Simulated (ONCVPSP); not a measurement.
# zirconium (Zr): ONCV pseudisation with PBE, fully relativistic reference atom.

ONCVPSP 4.0.1 input, shortened (lines: element, Z, core and valence counts, functional; n l f; lmax; l rc ep ncon nbas qcut; lloc lpopt rc5 dvloc0; l nproj debl; icmod fcfact rcfact), PBE, fully relativistic:

```
  Zr 40.00    6    5        4      upf
    1    0    2.00
    2    0    2.00
    2    1    6.00
    3    0    2.00
    3    1    6.00
    3    2   10.00
    4    0    2.00
    4    1    6.00
    4    2    2.00
    5    0    1.00
    5    1    1.00
    2
    0    2.05    0.00    4    8    5.40
    1    2.15    0.00    4    7    7.20
    2    2.65    0.00    4    9    5.80
    4    5    1.95    1.00
    0    2    0.50
    1    2    3.80
    2    2    1.70
    1    0.75    0.00
```

Open shells are filled in proportion to 2j + 1.

All-electron outer shells of the reference configuration (PBE, scalar-relativistic, ld1.x):

| shell | level (eV) | outermost node (bohr) | outermost maximum (bohr) |
| --- | --- | --- | --- |
| 3p | -318.90 | 0.18 | 0.40 |
| 3d | -175.94 | – | 0.35 |
| 4s | -55.74 | 0.55 | 1.08 |
| 4p | -33.70 | 0.56 | 1.17 |
| 5s | -5.16 | 1.46 | 3.11 |
| 4d | -4.65 | 0.58 | 1.59 |
| 5p | -2.04 | 1.69 | 4.05 |

Q: Estimate the cutoffs (Ha) at which the residual kinetic energy of the hardest occupied pseudo-wave falls to 1 and 0.1 mHa per electron.

A: 11 Ha and 13 Ha.

Q: What does a ghost test show?

A: No bound ghost flagged; no localised positive-energy state flagged.

Q: Tests: 4s2 4p6 4d2 5s2 5p0; 4s2 4p6 4d2 5s1 5p0; 4s2 4p6 4d2 5s0 5p0; 4s2 4p6 4d2 5s1.5 5p0. Which has the largest error in its energy relative to the reference configuration, and how large is it?

A: 4s2 4p6 4d2 5s0 5p0, with -3.4 meV (all-electron minus pseudo) on +17.04 eV.
